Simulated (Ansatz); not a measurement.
| atom | x (Å) | y (Å) | z (Å) |
| --- | --- | --- | --- |
| B | 0.0000 | 0.0000 | 0.6025 |
| O | 0.0000 | 0.0000 | -0.6025 |

Basis set: STO-3G (spherical functions). Correlated methods keep 2 orbitals frozen. Correlation on ROHF uses semicanonical orbitals with singles. Charge 0, multiplicity 2.

Computed with Ansatz (development build ahead of 0.2.0); the reference of a correlated method needn't be the lowest determinant of its kind.

**Question.** Give the atomization energy at this shape (free ground-state atoms in the same class of orbitals less the molecule, no zero-point energy) of doublet BO by ROHF-CCSD(T), UHF-CCSD(T).

**Answer.**

| method | atomization energy |
| --- | --- |
| ROHF-CCSD(T) | 190.85 kcal/mol |
| UHF-CCSD(T) | 189.87 kcal/mol |

Caution: the reference determinant was not shown to be the lowest. Caution for UHF-CCSD(T): the unrestricted determinant is spin contaminated.

This basis has no polarisation functions and is too small for such energies, which can lie far from measured ones in either direction.
